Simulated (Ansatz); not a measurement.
AgI, triplet, at a GFN2-xTB geometry (such geometries of metal compounds can be far from the true shape) (the multiplicity is a formal guess) (core potentials on Ag, I); BLYP/def2-SV(P) run with Ansatz (an electronic-structure program).

Ansatz was given this input:
Ansatz 0.2 input:
```yaml
crystal:
  periodic: [false, false, false]
  atoms:
    - {symbol: Ag, position_ang: [-0.00000000, -0.00000000, -1.54269681]}
    - {symbol: I, position_ang: [0.00000000, 0.00000000, 1.36805189]}
basis:
  gaussian:
    orbitals: def2-SV_P_.json
    point_charges:
      - {charge: 1.0, position_ang: [-0.5650, -1.4908, 4.0730]}
hamiltonian:
  xc: blyp
magnetization: {spin_polarized: true, initial_magnetization: 2}
```
The basis file holds def2-SV(P) in the JSON format of the Basis Set Exchange.

What the program printed (banner, timings and long lists left out):

```
Functional definition: BLYP
609 factors; their error is unknown
mean field evaluation 1: about -12095.0026 eV, gradient 1.6e1 eV
mean field evaluation 2: about -12078.4765 eV, gradient 5.9e1 eV
mean field evaluation 4: about -12094.4615 eV, gradient 1.6e1 eV
mean field evaluation 8: about -12095.6478 eV, gradient 1.1e1 eV
mean field evaluation 16: about -12096.5756 eV, gradient 1.6e-1 eV
mean field evaluation 32: about -12096.5757 eV, gradient 2.7e-5 eV
mean field evaluation 64: about -12096.4882 eV, gradient 3.2e0 eV
mean field evaluation 96: about -12096.2152 eV, gradient 5.1e0 eV
mean field -12096.57569413 eV, -444.5409574056 hartree, gradient 2.8e-6 eV, S^2 2.000916; 10 other end points of the search recorded, 0 dependent functions left out
reference -12096.57596006 eV, -444.5409671786 hartree; 23, 21 occupied and 27, 29 virtual orbitals, 609 factors
Total energy: -12096.57596006 eV, -444.5409671786 hartree
```
